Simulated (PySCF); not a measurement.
H4Mo, neutral, multiplicity 3. Atoms are numbered in the order given.

```xyz
5

Mo     0.0000     0.0000     0.0000
H      0.9776     0.9776     0.9776
H     -0.9776     0.9776    -0.9776
H     -0.9776    -0.9776     0.9776
H      0.9776    -0.9776    -0.9776
```
Charge 0, spin multiplicity 3.

Coordinates come from a B3LYP-D3(BJ)/def2-TZVPD optimisation. The spin state was assumed, not searched. The def2 effective core potentials stand for the cores of Mo; spin–orbit coupling is left out.

These are PySCF with M06-2X/def2-TZVPD values and carry that method's errors.

The molecule is in vacuum.

Computed frontier levels, dipole moment and polarisability:
The α spin, highest occupied and lowest empty level is -8.68 and -1.60 eV and the β spin, highest occupied and lowest empty level is -10.32 and -1.03 eV. The dipole moment is 0.00 D, the quadrupole, principal values (traceless, Buckingham form, about the centre of nuclear charge) is 0.00, 0.00, 0.00 D·Å and the mean static polarisability comes out as 52.1 bohr³ (7.72 Å³). The polarisability, principal values comes out as 52.1, 52.1, 52.1 bohr³ and the ⟨S²⟩ is 2.056 (pure state 2.00).
